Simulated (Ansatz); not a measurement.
Geometry optimisation, RKS revPBE/6-31G* in Ansatz 0.2.0.

Input:

```yaml
crystal:
  periodic: [false, false, false]
  atoms:
    - { symbol: B, position_ang: [-1.219725, 0.640378, -0.292966] }
    - { symbol: Cl, position_ang: [-1.745119, -2.478926, -0.162089] }
    - { symbol: H, position_ang: [-2.321013, 0.647882, 0.19095] }
    - { symbol: H, position_ang: [-0.98588, 0.940441, -1.440268] }
    - { symbol: H, position_ang: [-1.075309, -1.770041, 0.721272] }
    - { symbol: O, position_ang: [-0.139799, 0.294881, 0.594113] }
    - { symbol: Si, position_ang: [1.511425, 0.410894, 0.170702] }
    - { symbol: H, position_ang: [2.266048, -0.326515, 1.231138] }
    - { symbol: H, position_ang: [1.774885, -0.207536, -1.169642] }
    - { symbol: H, position_ang: [1.934586, 1.848543, 0.15679] }
basis:
  gaussian: { orbitals: "6-31G*" }
hamiltonian:
  xc: revpbe
relax:
  f_tol: 0.03
  max_steps: 50
```

Command:

```bash
$ ansatz run input.yaml --threads 2 --pin off --max-ram 3072MiB --backend cpu --events-out ev --progress --plain --runs-dir out
```

Task: Where does it end, and by what steps?

Result: The run converged. The force dipped under the threshold on the way, but the program's further checks kept it going. After 32 steps the energy has fallen by 0.249 eV; H4 moved furthest, 1.54 Å.

```json
{"step": "0", "energy less start (eV)": "0.0000", "largest force component (eV/Å)": "1.371", "accepted": "yes"}
{"step": "2", "energy less start (eV)": "-0.0945", "largest force component (eV/Å)": "0.848", "accepted": "yes"}
{"step": "4", "energy less start (eV)": "-0.1393", "largest force component (eV/Å)": "0.127", "accepted": "yes"}
{"step": "6", "energy less start (eV)": "-0.1527", "largest force component (eV/Å)": "0.501", "accepted": "yes"}
{"step": "8", "energy less start (eV)": "-0.1793", "largest force component (eV/Å)": "0.458", "accepted": "yes"}
{"step": "10", "energy less start (eV)": "-0.1966", "largest force component (eV/Å)": "0.264", "accepted": "yes"}
{"step": "12", "energy less start (eV)": "-0.2218", "largest force component (eV/Å)": "0.139", "accepted": "yes"}
{"step": "14", "energy less start (eV)": "-0.2186", "largest force component (eV/Å)": "0.471", "accepted": "no"}
{"step": "16", "energy less start (eV)": "-0.2372", "largest force component (eV/Å)": "0.134", "accepted": "yes"}
{"step": "18", "energy less start (eV)": "-0.2402", "largest force component (eV/Å)": "0.039", "accepted": "yes"}
{"step": "20", "energy less start (eV)": "-0.2423", "largest force component (eV/Å)": "0.124", "accepted": "yes"}
{"step": "22", "energy less start (eV)": "-0.2441", "largest force component (eV/Å)": "0.048", "accepted": "yes"}
{"step": "24", "energy less start (eV)": "-0.2453", "largest force component (eV/Å)": "0.039", "accepted": "yes"}
{"step": "26", "energy less start (eV)": "-0.2468", "largest force component (eV/Å)": "0.071", "accepted": "yes"}
{"step": "28", "energy less start (eV)": "-0.2484", "largest force component (eV/Å)": "0.018", "accepted": "yes"}
{"step": "30", "energy less start (eV)": "-0.2488", "largest force component (eV/Å)": "0.025", "accepted": "yes"}
{"step": "32", "energy less start (eV)": "-0.2490", "largest force component (eV/Å)": "0.027", "accepted": "yes"}
```

```xyz
10
Properties=species:S:1:pos:R:3
B -1.243 0.990 -0.243
Cl -1.304 -3.032 0.573
H -2.392 0.625 -0.211
H -0.920 2.135 -0.469
H -0.967 -1.787 0.336
O -0.279 0.036 -0.016
Si 1.428 0.229 0.002
H 1.912 -0.214 1.346
H 1.990 -0.649 -1.072
H 1.776 1.666 -0.246
```

Run time: 37 s on 2 threads of Intel(R) Xeon(R) Platinum 8488C (Sapphire Rapids), with other jobs on the host, peak memory 0.17 GiB.
